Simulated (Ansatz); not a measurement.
Potential energy curve for GaSi (cation, charge +1), lowest triplet found (which spin is the ground state isn't settled by this scan).

Computed with full CI/aug-cc-pVDZ, cores with 3d frozen run with Ansatz (a program for electronic structure).

Question: Relative to R = 2.95 Å, what are the energies at R = 3.41, 3.73, 6.77, 7.91 Å?

Answer: 2.1 kcal/mol at 3.41 Å, 4.6 kcal/mol at 3.73 Å, 15.0 kcal/mol at 6.77 Å, 15.5 kcal/mol at 7.91 Å.

The scan ran from 1.66 to 7.91 Å; beyond the distances shown full CI changes its symmetry label.
